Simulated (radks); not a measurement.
Values are calculated unless marked as measured or tabulated.
Species: Re III. Configuration: [Xe] 4f14 5d4 7d1 (not the ground configuration). Code: a radial shooting solver on a logarithmic mesh with Libxc functionals. Model: non-relativistic Kohn-Sham, PBE, spin-polarised, spherical densities, point nucleus; open shells are filled with parallel spins first (spin-orbit coupling, left out, can overturn this in heavy ions); relativity is left out, which matters for an element this heavy.

Unscreened Slater integrals over Kohn-Sham orbitals (cm^-1). They are taken over the spin-up orbitals.

integral    value
F0(7d,7d)   23023
F2(7d,7d)   12374
F4(7d,7d)  8711.5
F0(7d,5d)   31785
F2(7d,5d)  4699.4
F4(7d,5d)  2094.2
G0(7d,5d)  1071.5
G2(7d,5d)  1465.3
G4(7d,5d)  1232.9
F0(7d,5p)   32388
F2(7d,5p)  3846.5
G1(7d,5p)  2133.8
G3(7d,5p)  1541.2
F0(7d,4f)   33359
F2(7d,4f)  1860.9
F4(7d,4f)  785.02
G1(7d,4f)  539.10
G3(7d,4f)  532.85
G5(7d,4f)  433.30
F0(5d,5d)  120240
F2(5d,5d)   63193
F4(5d,5d)   41982
F0(5d,5p)  135190
F2(5d,5p)   68292
G1(5d,5p)   83477
G3(5d,5p)   51718
F0(5d,4f)  154710
F2(5d,4f)   35595
F4(5d,4f)   16554
G1(5d,4f)   12364
G3(5d,4f)   11297
G5(5d,4f)  8938.1
F0(5p,5p)  158770
F2(5p,5p)   85971
F0(5p,4f)  196170
F2(5p,4f)   58735
G2(5p,4f)   22733
G4(5p,4f)   19001
F0(4f,4f)  357350
F2(4f,4f)  174830
F4(4f,4f)  110750
F6(4f,4f)   79982

Derived for the open shells (J is the average intra-shell exchange parameter used in DFT+U). 5d: Racah B = F2/49 - 5 F4/441 = 813.7 cm^-1, C = 35 F4/441 = 3332 cm^-1, C/B = 4.09, F4/F2 = 0.664, J = (F2 + F4)/14 = 7513 cm^-1. 7d: Racah B = F2/49 - 5 F4/441 = 153.8 cm^-1, C = 35 F4/441 = 691.4 cm^-1, C/B = 4.50, F4/F2 = 0.704, J = (F2 + F4)/14 = 1506 cm^-1.
